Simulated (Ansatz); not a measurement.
Cost and result for the atomization energy of C₃H₆BCl (`CB/C=C/Cl`) (11 atoms, 10 bonds).

Z-matrix (Å, degrees):
```
C
B 1 1.560
H 1 1.091 2 117.2
H 1 1.097 2 109.1 3 123.3
H 1 1.097 2 109.0 3 -123.1
C 2 1.543 1 125.3 3 0.4
H 2 1.202 1 117.5 3 -179.7
C 6 1.333 2 121.2 1 -0.2
H 6 1.087 2 121.3 1 179.8
Cl 8 1.715 6 124.4 2 -180.0
H 8 1.083 6 123.5 2 0.0
```

The species carries charge 0 and has multiplicity 1. The geometry is a stationary point of PBE0-D4/def2-TZVP. It is one conformer, not always the lowest. Program: Ansatz. All runs use 4 threads of an INTEL XEON PLATINUM 8581C on a shared host. Times are those of one run each, without the atoms' runs, and a repeat can differ threefold. Electronic energies, without spin–orbit coupling; frozen cores. CCSD(T)/CBS adds CCSD(T) − MP2 in def2-TZVPP to the MP2 limit, and its time is that of the two runs behind it. T1 = 0.011; the RHF reference is unstable towards UHF. B3LYP takes the VWN-RPA correlation (the form of Gaussian; ORCA's B3LYP/G).

CCSD(T)/CBS is a level of theory with its own doubt, some kJ/mol a heavy atom from the limit and from the frozen cores, so smaller differences don't rank the functionals.

```tsv
level	functions	wall time
PBE-D4/def2-TZVPP (with forces)	250	1.8 s
PBE0-D4/def2-TZVPP	250	2 s
r2SCAN-D4/def2-TZVPP (with forces)	250	2.6 s
B3LYP-D4/def2-TZVPP (with forces)	250	2.9 s
B2PLYP/def2-TZVPP	250	3.5 s
ωB97X-V/def2-TZVPP	250	4.3 s
ωB97M-V/def2-TZVPP (with forces)	250	6.5 s
MP2/def2-QZVPP	478	30 s
CCSD(T)/def2-TZVPP	250	71 s
CCSD(T)/CBS(def2)	–	100 s
```

What atomization energy does each give, and how far from CCSD(T)/CBS? (An estimate is asked.)

Computed: 
```
                             level  atomization (kJ/mol)  difference from CCSD(T)/CBS  per bond
   PBE-D4/def2-TZVPP (with forces)                4414.0                        130.2      13.0
                PBE0-D4/def2-TZVPP                4349.1                         65.3       6.5
r2SCAN-D4/def2-TZVPP (with forces)                4334.6                         50.8       5.1
 B3LYP-D4/def2-TZVPP (with forces)                4311.2                         27.4       2.7
                 B2PLYP/def2-TZVPP                4267.1                        -16.7      -1.7
                ωB97X-V/def2-TZVPP                4300.6                         16.8       1.7
  ωB97M-V/def2-TZVPP (with forces)                4317.7                         33.9       3.4
                    MP2/def2-QZVPP                4321.8                         38.0       3.8
                CCSD(T)/def2-TZVPP                4189.8                        -94.0      -9.4
                 CCSD(T)/CBS(def2)                4283.8                          0.0       0.0
```

From PBE to PBE0 (25 % exact exchange), in def2-TZVPP and without D4, the atomization energy moves by −61.7 kJ/mol: exact exchange takes away binding that semilocal exchange gives to molecules. The D4 term adds +33.2 kJ/mol with B3LYP and +17.4 kJ/mol with PBE0; it sums over pairs of atoms, weighted by their polarisabilities, and B3LYP, whose exchange is more repulsive, gets the larger term. In def2-TZVPP, CCSD(T) changes the Hartree–Fock value by +932.2 kJ/mol (the triples alone add +63.6 kJ/mol) and MP2 by +1009.1 kJ/mol; breaking electron pairs costs correlation energy, which Hartree–Fock lacks.
